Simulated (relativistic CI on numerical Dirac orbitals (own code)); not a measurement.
**Slater and spin-orbit integrals, Ba38+**

Computed by Dirac-Coulomb-Breit CI, orbitals from a KLI potential per configuration, model QED, unscaled Slater integrals (own radial code, finite nucleus).

Slater integrals F^k, G^k are unscaled and averaged over j, outside the closed core [Ne]; ζ comes from projecting the Hamiltonian with its Breit term on Σ l·s of the shell.

- 3s2 3p5 3d: ζ(3p) = 489690, F^2(3p,3d) = 380480, G^1(3p,3d) = 401380, G^3(3p,3d) = 269550, ζ(3d) = 65990 cm⁻¹; <r>(3p) = 0.261, <r^2>(3p) = 0.07871, <r>(3d) = 0.2315, <r^2>(3d) = 0.06197 (bohr units).
- 3s 3p6 3d: G^2(3s,3d) = 301650, ζ(3d) = 66360 cm⁻¹; <r>(3s) = 0.2682, <r^2>(3s) = 0.08197, <r>(3d) = 0.2317, <r^2>(3d) = 0.06209 (bohr units).
- 3s2 3p5 4s: ζ(3p) = 496120, G^1(3p,4s) = 49584 cm⁻¹; <r>(3p) = 0.2595, <r^2>(3p) = 0.07779, <r>(4s) = 0.5089, <r^2>(4s) = 0.2913 (bohr units).

Averages of the first 10 configurations, taken without configuration mixing, which lowers the lowest level and can move excited configurations by several eV; other configurations of the list can lie among them:

```json
{"Configuration": "3s2 3p6", "Parity": "even", "States": "1", "Average energy above the lowest level (eV)": "0.4"}
{"Configuration": "3s2 3p5 3d", "Parity": "odd", "States": "60", "Average energy above the lowest level (eV)": "221.1"}
{"Configuration": "3s 3p6 3d", "Parity": "even", "States": "20", "Average energy above the lowest level (eV)": "425.2"}
{"Configuration": "3s2 3p5 4s", "Parity": "odd", "States": "12", "Average energy above the lowest level (eV)": "1277.2"}
{"Configuration": "3s2 3p5 4p", "Parity": "even", "States": "36", "Average energy above the lowest level (eV)": "1353.0"}
{"Configuration": "3s2 3p5 4d", "Parity": "odd", "States": "60", "Average energy above the lowest level (eV)": "1444.0"}
{"Configuration": "3p6 3d 4p", "Parity": "odd", "States": "60", "Average energy above the lowest level (eV)": "1982.0"}
{"Configuration": "3s 3p6 4s", "Parity": "even", "States": "4", "Average energy above the lowest level (eV)": "1482.6"}
{"Configuration": "3p6 3d2", "Parity": "even", "States": "45", "Average energy above the lowest level (eV)": "858.5"}
{"Configuration": "3p5 3d3", "Parity": "odd", "States": "720", "Average energy above the lowest level (eV)": "1077.5"}
```
